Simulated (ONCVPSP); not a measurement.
# An all-electron radial function and its pseudo partner (He)

Columns: radius, all-electron u(r) and pseudo u(r) of the 1s shell (level -15.50 eV) of helium in the configuration 1s2; PBEsol, scalar-relativistic, ONCV scheme, ONCVPSP 4.0.1.

```csv
r (bohr),all-electron,pseudo
0.023,0.1043,0.0899
0.045,0.1954,0.1744
0.068,0.2822,0.2598
0.090,0.3576,0.3376
0.113,0.4291,0.4137
0.135,0.4909,0.4810
0.158,0.5491,0.5450
0.180,0.5993,0.6001
0.202,0.6444,0.6490
0.225,0.6866,0.6937
0.248,0.7241,0.7322
0.270,0.7559,0.7636
0.293,0.7852,0.7915
0.315,0.8098,0.8144
0.338,0.8322,0.8350
0.360,0.8507,0.8521
0.383,0.8673,0.8678
0.405,0.8806,0.8807
0.428,0.8921,0.8921
0.450,0.9011,0.9011
0.473,0.9084,0.9084
0.495,0.9137,0.9137
0.518,0.9175,0.9174
0.540,0.9196,0.9196
0.563,0.9204,0.9204
0.585,0.9200,0.9200
```

Task: How many radial nodes do the two functions have?

Result: The all-electron 1s function has n − l − 1 = 0; the pseudo-wave has 0.

Task: At about which radius was the pseudo-wave matched?

Result: 0.45 bohr. The columns agree to 0.0005 from 0.41 bohr on; several derivatives are matched, so the curves merge somewhat inside the radius.

Task: Is the pseudo-wave norm-conserving?

Result: Yes: the ONCV scheme keeps the norm inside the radius equal to the all-electron one, which fixes the energy derivative of the logarithmic derivative at the level.
